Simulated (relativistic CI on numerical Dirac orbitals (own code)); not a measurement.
## Hyperfine structure of In¹⁷⁺, mass number 115

Computed by Dirac-Coulomb-Breit CI, KLI orbitals optimised for each configuration, a model potential for QED, unscaled Slater integrals (own radial code, finite nucleus).

Configuration list (outside the closed core [Ar] 3d10): 4s2 4p2, 4s 4p3, 4p4, 4s2 4p 4d, 4s 4p2 4d, 4s2 4p 4f, 4s 4p2 4f, 4p3 4d, 4s 4p 4d2, 4s2 4d 4f, 4s2 4p 5s, 4p3 4f, 4s2 4d2, 4s 4d3, 4s 4d2 4f, 4p2 4d2, 4p 4d3, 4p 4d2 4f, 4p 4d2 5s, 4s2 4f2, 4s 4d 4f2, 4s 4f3, 4p2 4f2, 4p 4d 4f2, 4p 4f3, 4p 4f2 5s. Double excitations out of closed p, d and f shells are left out; levels of such configurations are missing from the list, as are those of other unlisted configurations, and high levels can miss mixing partners.

Nuclear spin I = 9/2, μ = 5.5326 μN, Q = 0.772 b (tables of Stone and Pyykkö). The electronic factors are computed for point nuclear moments, without core polarisation or the Bohr-Weisskopf and QED corrections.

| Level | E (cm⁻¹) | A (MHz) | B (MHz) |
| --- | --- | --- | --- |
| 4s2 4p2 3P_1 | 57411 | -2965 | 6810 |
| 4s2 4p2 3P_2 | 73781 | 25070 | 5180 |
| 4s2 4p2 1D_2 | 144661 | 13160 | 8390 |
| 4s 4p3 5S°_2 | 354188 | 63070 | 2640 |
| 4s 4p3 3D°_1 | 422288 | -34040 | 11700 |
| 4s 4p3 3D°_2 | 433432 | 44700 | 15900 |
| 4s 4p3 3D°_3 | 454941 | 57140 | -937 |
| 4s 4p3 3P°_1 | 501589 | 64930 | -12200 |

Levels with J = 0, under 50 % of one LS term, or S terms without an open s electron are left out. Small factors come from cancelling terms and can be off by tens of per cent or more.

At this charge energies of transitions that change n are usually good to better than 1 %, and those within a shell (Δn = 0) to a few per cent.

(1) Give the hyperfine levels of 4s2 4p2 3P_2 relative to its centre of gravity.

Results:

(1) With K = F(F + 1) − I(I + 1) − J(J + 1), E = AK/2 + B[¾K(K + 1) − I(I + 1)J(J + 1)]/[2I(2I − 1)J(2J − 1)]: F = 5/2: -273400, F = 7/2: -187900, F = 9/2: -76710, F = 11/2: 61160, F = 13/2: 226900 MHz.

LS names give the leading component of a level, which can be under half, so a name can repeat, a term be missing and a line seem to break the LS rules.
